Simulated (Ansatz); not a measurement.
`CC[C@H](C)S[C@@H](C)CC` at its PBE0-D4/def2-TZVP geometry, where that method's forces vanish. Total charge 0; spin multiplicity 1.

| atom | x (Å) | y (Å) | z (Å) |
| --- | --- | --- | --- |
| C1 | -2.993 | -1.433 | 0.446 |
| C2 | -1.848 | -1.960 | -0.398 |
| C3 | -0.806 | -0.911 | -0.770 |
| C4 | 0.136 | -1.414 | -1.849 |
| S5 | 0.100 | -0.431 | 0.733 |
| C6 | 0.737 | 1.208 | 0.264 |
| C7 | -0.336 | 2.275 | 0.383 |
| C8 | 1.948 | 1.528 | 1.134 |
| C9 | 3.169 | 0.674 | 0.845 |
| H10 | -3.534 | -0.641 | -0.081 |
| H11 | -2.630 | -1.017 | 1.388 |
| H12 | -3.708 | -2.226 | 0.677 |
| H13 | -1.347 | -2.789 | 0.117 |
| H14 | -2.240 | -2.380 | -1.331 |
| H15 | -1.329 | -0.016 | -1.125 |
| H16 | 0.907 | -0.680 | -2.090 |
| H17 | 0.637 | -2.328 | -1.520 |
| H18 | -0.417 | -1.636 | -2.767 |
| H19 | 1.070 | 1.133 | -0.777 |
| H20 | 0.045 | 3.241 | 0.034 |
| H21 | -0.650 | 2.385 | 1.423 |
| H22 | -1.220 | 2.030 | -0.209 |
| H23 | 2.192 | 2.585 | 0.982 |
| H24 | 1.661 | 1.434 | 2.188 |
| H25 | 2.955 | -0.385 | 0.999 |
| H26 | 3.496 | 0.801 | -0.191 |
| H27 | 4.003 | 0.952 | 1.493 |

For each bond, give half the difference of the two atoms' forces along it (eV/Å; positive pushes the atoms apart) under PBE-D4, r2SCAN-D4, B3LYP-D4, ωB97M-V in def2-TZVPP. (Best estimate.)

Computed: 
```
  bond  length (Å)  PBE-D4  r2SCAN-D4  B3LYP-D4  ωB97M-V
 C1–C2       1.518   -0.01       0.10      0.19     0.19
C1–H10       1.094    0.11      -0.03     -0.06    -0.07
C1–H11       1.091    0.11      -0.04     -0.08    -0.08
C1–H12       1.092    0.09      -0.04     -0.07    -0.08
 C2–C3       1.525    0.00       0.05      0.08     0.10
C2–H13       1.097    0.11      -0.04     -0.10    -0.10
C2–H14       1.096    0.11      -0.04     -0.12    -0.12
 C3–S5       1.820    0.17       0.14      0.18     0.03
C4–H16       1.092    0.10      -0.04     -0.08    -0.07
C4–H17       1.092    0.11      -0.03     -0.06    -0.06
 S5–C6       1.820    0.17       0.14      0.18     0.03
 C6–C7       1.518   -0.02       0.08      0.14     0.16
C7–H20       1.095    0.11      -0.03     -0.07    -0.09
C9–H27       1.092    0.09      -0.04     -0.07    -0.08
```

B3LYP here is the variant with VWN-RPA as its local correlation; programs differ in this.
